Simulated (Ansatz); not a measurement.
Program: Ansatz. Geometries: PBE0-D4/def2-TZVP. ΔE: electronic, gas phase. CCSD(T)/CBS adds triple-zeta CCSD(T) − MP2 to the extrapolated MP2 energy (def2 sets, frozen cores). Functionals use def2-TZVPP. HSE06 is defined as in plane-wave codes. def2 core potentials past Kr. For I, Sn, W outer-core shells are correlated without core-valence functions, which leaves a few kJ/mol of doubt a bond. Each species was taken in one conformer, which may not be the lowest.

Consider the substitution at a C–Sn bond: `[CH3][SnH]([F])[I]` + `[O]=[W](=[O])([OH])[F]` → `C[O][W](=[O])(=[O])[F]` + `[F][SnH2][I]`.

```csv
level,ΔE (kJ/mol),difference from CCSD(T)/CBS
HSE06-D4,81.9,-8.4
ωB97X-V,78.2,-12.1
B2PLYP,80.0,-10.3
PBE-QIDH,85.0,-5.3
r2SCAN,82.6,-7.7
CAM-B3LYP,73.5,-16.8
HF/def2-TZVPP,66.4,-23.9
CCSD(T)/def2-TZVPP,83.5,-6.8
SCS-MP2/def2-QZVPP,87.9,-2.4
CCSD/CBS(def2),89.3,-1.0
CCSD(T)/CBS,90.3,0
```

Largest T1 diagnostic among the species: 0.023, so the coupled-cluster value is less sure than usual.

At CCSD(T), def2-SVP lies −33.0 kJ/mol from the extrapolated value and def2-TZVPP −6.8 kJ/mol. Leaving LDA and LC-ωPBE aside and taking each functional with its dispersion term where it has one, the values, not all of them listed here, spread over 10.7 kJ/mol, from CAM-B3LYP-D4 to PBE-QIDH. LDA lies −3.5 kJ/mol from PBE without D4. In def2-TZVPP, CCSD(T) changes the Hartree–Fock value by +17.1 kJ/mol (the triples alone add +1.1 kJ/mol) and MP2 by +25.9 kJ/mol.

CCSD(T)/CBS has its own doubt, a few kJ/mol and more with outer-core shells, so smaller differences from it don't rank the levels.
